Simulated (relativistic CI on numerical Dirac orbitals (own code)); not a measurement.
**Hyperfine structure of Dy IV, mass number 163**

Calculated at this level of theory: Dirac-Coulomb-Breit CI, KLI orbitals optimised for each configuration, QED by a radiative potential, valence Slater integrals scaled by 0.85, P86 correlation energy added to each configuration (own radial code, finite nucleus).

CI space (outside the closed core [Kr] 4d10 5s2): 4f9 5p6, 4f8 5p6 6s, 4f11 5p4, 4f10 5p5, 4f8 5p6 7s. The list is cut by size and lacks configurations that can hold low levels.

Nuclear spin I = 5/2, μ = 0.671 μN, Q = 2.65 b (tables of Stone and Pyykkö). The electronic factors are computed for point nuclear moments, without core polarisation; leaving it out makes A of s and p electrons in near-neutral atoms 20 to 40 % too small, and it can dominate for d and f shells.

| Level | E (cm⁻¹) | A (MHz) | B (MHz) |
| --- | --- | --- | --- |
| 4f9 5p6 6H°_15/2 | 0.0 | 168.4 | 3930 |
| 4f9 5p6 6H°_13/2 | 3491.3 | 171.5 | 3170 |
| 4f9 5p6 6H°_11/2 | 5830.7 | 183.4 | 2630 |
| 4f9 5p6 6H°_9/2 | 7653.3 | 207.9 | 2080 |
| 4f9 5p6 6F°_11/2 | 8568.0 | 123.4 | -1400 |
| 4f9 5p6 6H°_7/2 | 9072.5 | 260.7 | 2000 |
| 4f9 5p6 6F°_9/2 | 9686.4 | 147.8 | -554 |
| 4f9 5p6 6H°_5/2 | 10125.1 | 380.7 | 2390 |

Levels with J = 0, under 50 % of one LS term, or S terms without an open s electron are left out. Small factors come from cancelling terms and can be off by tens of per cent or more.

Correlation outside the listed configurations is missing or only estimated: errors of thousands of cm⁻¹ between configurations and terms are usual at this charge. Rates and lifetimes follow the computed energies and can be off by large factors. The fine structure of a lone outer electron comes out too small, for d and f at times inverted, and misplaced configurations move strength between like terms.

Q: Give the hyperfine levels of 4f9 5p6 6H°_15/2 relative to its centre of gravity.

A: With K = F(F + 1) − I(I + 1) − J(J + 1), E = AK/2 + B[¾K(K + 1) − I(I + 1)J(J + 1)]/[2I(2I − 1)J(2J − 1)]: F = 5: -2147, F = 6: -2349, F = 7: -2074, F = 8: -1087, F = 9: 884, F = 10: 4140 MHz.

LS names give the leading component of a level, which can be under half, so a name can repeat, a term be missing and a line seem to break the LS rules.
